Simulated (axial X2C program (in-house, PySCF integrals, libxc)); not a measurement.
# ScTe: the levels of the configuration d1 s0 p(π)0

Calculated with an in-house all-electron X2C program for linear molecules (integrals from PySCF): two-component X2C with atomic mean-field Coulomb and Gaunt terms, basis Sc dyall-v3z, Te dyall-v3z (cores contracted in-house). Orbitals come from Hartree–Fock averaged over the configuration Sc d1 s0 p(π)0; CI then distributes these electrons over the d, s, p(π) shells of Sc.

R = 2.634 Å (near the minimum of the configuration average).

Lowest levels of this model:

```csv
Ω,energy (cm⁻¹),g∥,μ (D),configuration
1/2,0,1.93,-11.09,100% d1
3/2,264,2.00,-11.04,100% d1
5/2,299,6.00,-11.04,100% d1
1/2,2341,0.08,-10.68,100% d1
3/2,2522,4.00,-10.70,100% d1
```

g∥ is the magnitude of 2⟨Lz + ge Sz⟩ for the +Ω component. μ is positive if the Te end is positive.

Question: From Ω and g∥ of the lowest level, whose 2⟨Lz + ge Sz⟩ is positive, find ⟨Sz⟩ and ⟨Lz⟩ (ge = 2.0023).

Answer: Ω = ⟨Lz⟩ + ⟨Sz⟩ = 1/2 and ⟨Lz⟩ + ge⟨Sz⟩ = 0.965, so ⟨Sz⟩ = 0.46 and ⟨Lz⟩ = 0.04.

Occupations of the active spinors in the lowest level by ω, shell by shell in order of energy: -5/2: 0.00; -3/2: 0.00 0.00 0.00; -1/2: 0.00 0.00 0.00 0.00; 1/2: 1.00 0.00 0.00 0.00; 3/2: 0.00 0.00 0.00; 5/2: 0.00. The leading determinant has weight 1.00 among 4.

This point took 1.9 s on 1 thread of Arm Neoverse V2, on a shared host.

There is no dynamic correlation: spin–orbit spacings and, for f shells, spacings inside one term are the most reliable numbers, splittings between terms come out too wide, and energies between configurations are not reliable, so the lowest level need not be the ground state of the molecule. For d shells the ligand-field splittings (σ, π, δ) and their order can be off by a thousand cm⁻¹ or more. At most 6 roots were kept for each Ω > 0 (twice that for Ω = 0) within 3.2 eV of the lowest, so higher up levels can be missing between those listed; levels with Ω > 0 are doubly degenerate and listed once, Ω = 0 levels singly. Some active spinors are only partly of the character that their shell is named for, so the shell names and counts are nominal. States that fill the shells left empty in the average are placed too high.
